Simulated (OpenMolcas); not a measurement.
P+: effect of the active space

```
Program             : OpenMolcas
Method              : SS-CASPT2 or its RAS form, IPEA 0.25 Eh, imaginary shift 0.1 Eh
Basis               : ANO-R2
Scalar Hamiltonian  : X2C, finite nucleus
Spin-orbit coupling : state interaction with AMFI integrals over the reference wave functions, term energies averaged over their components
```

A. 2 electrons in 3 orbitals (3p); 2S+1 = 3 even, 3 roots; 2S+1 = 1 even, 6 roots; closed shells correlated: 2s 2p 3s; CASPT2 step roughly 1.7 core-seconds
B. 4 electrons in 4 orbitals (3s 3p); 2S+1 = 3 even, 3 roots; 2S+1 = 1 even, 6 roots; 2S+1 = 5 odd, 1 root; 2S+1 = 3 odd, 9 roots; 2S+1 = 1 odd, 8 roots; closed shells correlated: 2s 2p; CASPT2 step about 6 core-seconds
C. 4 electrons in 8 orbitals (3s 3p 4s 4p); 2S+1 = 3 even, 6 roots kept (CI in the orbitals of an earlier block); 2S+1 = 1 even, 9 roots; 2S+1 = 5 odd, 1 root; 2S+1 = 3 odd, 9 roots; 2S+1 = 1 odd, 8 roots; closed shells correlated: 2s 2p; CASPT2 step of the order of 20 core-seconds
D. 4 electrons in 9 orbitals (RAS2 3s 3p; RAS3 3d, at most 2 electrons); 2S+1 = 3 even, 6 roots; 2S+1 = 1 even, 11 roots; 2S+1 = 5 odd, 1 root; 2S+1 = 3 odd, 8 roots; 2S+1 = 1 odd, 8 roots; closed shells correlated: 2s 2p; CASPT2 step about 30 core-seconds

Energies in cm-1 above 3s2 3p2 3P0, the measured ground level; measured values from NIST Handbook of Basic Atomic Spectroscopic Data.

```tsv
Level	A	B	C	D	Measured
3s2 3p2 3P0	0.0	0.0	0.0	0.0	0.0
3s2 3p2 3P1	148	145	139	144	165
3s2 3p2 3P2	425	416	401	415	469
3s2 3p2 1D2	8990	8600	9210	9320	8882
3s2 3p2 1S0	22000	20470	21220	22300	21576
```

Deviations, from unrounded energies. A percentage is the sum of absolute deviations over the sum of measured energies, with the sign that they share, or ± where signs differ.

```csv
Against measurement,Levels,A,B,C,D
mean absolute deviation (cm-1),4,150,370,200,310
fine structure of the ground term (%),2,-9.7,-11.5,-14.8,-11.7
other terms of the ground configuration (%),2,+1.8,-4.6,±2.3,+3.8
```

A lies closest to measurement on these levels and B furthest from it. The largest miss of A in the table is 3s2 3p2 1S0, by +430 cm-1. The ranking rests on the paired levels alone, and a cruder setting can come out closer through cancelling errors.

Among A to D the level of the table that moves most is 3s2 3p2 1S0, by 1800 cm-1 (lowest in B, highest in D). Moves below CASPT2's spread within the term are not significant.

CASPT2 does not keep the components of a term degenerate, so their means are used; among the terms shown or strongly mixed into the levels shown the widest spread is 120 cm-1 (3s2 3p2 1D, A). Over all roots computed the reference weight is 0.85 to 0.98 in B, 0.83 to 0.98 in C; the roots of lowest weight are the least certain, and an intruder state may touch them. With the s shell closed, the reference lacks s² → p² mixing (holds for A). Terms from blocks run as CI alone lack orbitals of their own (holds for C). The run also gave levels led by 3s 3p2 4s, 3s2 3p 4p, which use shells meant for correlation; these and all levels above them are left out (holds for C). The run also gave levels led by 3s 3p2 3d, 3s2 3p 3d, which use shells meant for correlation; these and all levels above them are left out (holds for D). Computed and measured levels are paired by configuration, term and J; levels that our copy of the source lacks, or whose pairing is in doubt (as where it misses far off the trend of its configuration), stay unpaired and out of the deviations. Only configurations of the active space appear. Levels that lie high or do not pair safely by name in every column are left out.
